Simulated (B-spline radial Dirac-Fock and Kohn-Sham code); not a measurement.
**Core-level shifts of rubidium with charge state**

These are calculated numbers from an atomic code on a B-spline grid; the model is relaxed Dirac-Fock hole states (ΔSCF) with Breit and QED corrections and a finite nucleus. Each ion is free and in its tabulated ground configuration. Correlation and solid-state effects are left out.

Reference: Rb¹¹⁺, [Ar] 3d8, with K (1s) 15474.3 eV, L1 (2s) 2341.9 eV, M2 (3p1/2) 495.6 eV, M3 (3p3/2) 485.7 eV, M4,5 (3d) 359.2 eV, Kα1 (K-L3) 13397.6 eV, Kβ1 (K-M3) 14988.6 eV, Lℓ (L3-M1) 1505.7 eV. Shifts from it, in eV (a dash: the subshell is empty, belongs to an open shell averaged over j, or its hole state is left out as unreliable):

```csv
ion,configuration,K (1s),L1 (2s),M2 (3p1/2),M3 (3p3/2),"M4,5 (3d)",Kα1,Kβ1,Lℓ
Rb¹²⁺,[Ar] 3d7,+52.9,+53.1,+41.9,+41.7,+44.3,-0.24,+11.25,+10.76
Rb¹³⁺,[Ar] 3d6,+108.3,+108.5,+85.3,+84.7,+90.3,-0.35,+23.61,+22.53
Rb¹⁴⁺,[Ar] 3d5,+166.2,+166.2,+130.0,+129.1,+137.9,-0.31,+37.07,+35.31
Rb¹⁵⁺,[Ar] 3d4,+226.5,+226.1,+176.0,+174.8,+187.3,-0.09,+51.65,+49.09
```

Over this range K (1s) moves by +226.5 eV and Kα1 by -0.1 eV: a line is a difference of two levels that shift in the same direction.
